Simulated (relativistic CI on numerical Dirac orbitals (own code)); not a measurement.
## Radial parameters of Pt LXXIV

Computed by Dirac-Coulomb-Breit CI, KLI orbitals optimised for each configuration, a model potential for QED, unscaled Slater integrals (own radial code, finite nucleus).

Slater integrals F^k, G^k are unscaled and averaged over j, outside the closed core 1s2; ζ comes from projecting the Hamiltonian with its Breit term on Σ l·s of the shell.

- 2s2 2p: ζ(2p) = 1.0053e+07 cm⁻¹; <r>(2p) = 0.06158, <r^2>(2p) = 0.004634 (bohr units).
- 2s 2p2: F^2(2p,2p) = 1.5179e+06, G^1(2s,2p) = 1.6381e+06, ζ(2p) = 1.0033e+07 cm⁻¹; <r>(2s) = 0.06904, <r^2>(2s) = 0.00568, <r>(2p) = 0.06161, <r^2>(2p) = 0.004638 (bohr units).
- 2p3: F^2(2p,2p) = 1.5163e+06, ζ(2p) = 1.0013e+07 cm⁻¹; <r>(2p) = 0.06167, <r^2>(2p) = 0.004648 (bohr units).

Averages of the first 10 configurations, taken without configuration mixing, which lowers the lowest level and can move excited configurations by several eV; other configurations of the list can lie among them:

```json
{"Configuration": "2s2 2p", "Parity": "odd", "States": "6", "Average energy above the lowest level (eV)": "1250.4"}
{"Configuration": "2s 2p2", "Parity": "even", "States": "30", "Average energy above the lowest level (eV)": "2768.2"}
{"Configuration": "2p3", "Parity": "odd", "States": "20", "Average energy above the lowest level (eV)": "4353.7"}
{"Configuration": "2p2 3s", "Parity": "even", "States": "30", "Average energy above the lowest level (eV)": "15072.2"}
{"Configuration": "2p2 3p", "Parity": "odd", "States": "90", "Average energy above the lowest level (eV)": "15522.6"}
{"Configuration": "2s2 3s", "Parity": "even", "States": "2", "Average energy above the lowest level (eV)": "12046.5"}
{"Configuration": "2p2 3d", "Parity": "even", "States": "150", "Average energy above the lowest level (eV)": "15854.5"}
{"Configuration": "2s2 3p", "Parity": "odd", "States": "6", "Average energy above the lowest level (eV)": "12510.4"}
{"Configuration": "2s2 3d", "Parity": "even", "States": "10", "Average energy above the lowest level (eV)": "12841.8"}
{"Configuration": "2s 2p 3s", "Parity": "odd", "States": "24", "Average energy above the lowest level (eV)": "13525.4"}
```
